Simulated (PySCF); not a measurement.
# Radial density of Sc³⁺ (scandium, charge +3)

PBEsol, [Ar], closed-shell 1S. All numbers are calculated (PySCF 2.14, scalar relativity by spin-free X2C-1e, in x2c-QZVPPall).

```json
{"r (bohr)": "0.00121", "4πr²ρ (e/bohr)": "0.1387"}
{"r (bohr)": "0.00203", "4πr²ρ (e/bohr)": "0.3615"}
{"r (bohr)": "0.00342", "4πr²ρ (e/bohr)": "0.9221"}
{"r (bohr)": "0.00574", "4πr²ρ (e/bohr)": "2.268"}
{"r (bohr)": "0.00966", "4πr²ρ (e/bohr)": "5.250"}
{"r (bohr)": "0.0163", "4πr²ρ (e/bohr)": "10.93"}
{"r (bohr)": "0.0273", "4πr²ρ (e/bohr)": "19.03"}
{"r (bohr)": "0.0460", "4πr²ρ (e/bohr)": "24.71"}
{"r (bohr)": "0.0773", "4πr²ρ (e/bohr)": "21.59"}
{"r (bohr)": "0.130", "4πr²ρ (e/bohr)": "18.77"}
{"r (bohr)": "0.219", "4πr²ρ (e/bohr)": "26.04"}
{"r (bohr)": "0.368", "4πr²ρ (e/bohr)": "17.49"}
{"r (bohr)": "0.619", "4πr²ρ (e/bohr)": "6.693"}
{"r (bohr)": "1.04", "4πr²ρ (e/bohr)": "8.316"}
{"r (bohr)": "1.75", "4πr²ρ (e/bohr)": "2.026"}
{"r (bohr)": "2.95", "4πr²ρ (e/bohr)": "0.03863"}
{"r (bohr)": "4.96", "4πr²ρ (e/bohr)": "0.0001417"}
```

Densities and radii are taken from the X2C orbitals without a picture-change correction, which distorts them close to the nucleus.
